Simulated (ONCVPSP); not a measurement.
**An all-electron radial function and its pseudo partner (Al)**

Columns: radius, all-electron u(r) and pseudo u(r) of the 2s shell (level -128.77 eV) of aluminium in the configuration [He] 2s2 2p6 3s1; PBE, scalar-relativistic, ONCV scheme, ONCVPSP 4.0.1.

```
r (bohr)  all-electron  pseudo
   0.053       -0.5907  0.2040
   0.105       -0.4455  0.3990
   0.158       -0.0537  0.5872
   0.210        0.3568  0.7564
   0.262        0.7081  0.9056
   0.315        0.9780  1.0327
   0.368        1.1593  1.1311
   0.420        1.2630  1.1979
   0.473        1.3076  1.2350
   0.525        1.3058  1.2422
   0.578        1.2711  1.2232
   0.630        1.2144  1.1822
   0.683        1.1420  1.1229
   0.735        1.0627  1.0527
   0.788        0.9781  0.9737
   0.840        0.8947  0.8931
   0.893        0.8117  0.8113
   0.945        0.7338  0.7337
   0.998        0.6590  0.6589
   1.050        0.5907  0.5906
   1.102        0.5277  0.5276
   1.155        0.4689  0.4689
   1.208        0.4156  0.4155
   1.260        0.3683  0.3683
   1.313        0.3250  0.3249
   1.365        0.2869  0.2868
```

How many radial nodes do the two functions have?

The all-electron 2s function has n − l − 1 = 1; the pseudo-wave has 0, since the states of the same l below it are removed with the core.

At about which radius was the pseudo-wave matched?

1.00 bohr. The columns agree to 0.0005 from 0.89 bohr on; several derivatives are matched, so the curves merge somewhat inside the radius.

Is the pseudo-wave norm-conserving?

Yes: the ONCV scheme keeps the norm inside the radius equal to the all-electron one, which fixes the energy derivative of the logarithmic derivative at the level.
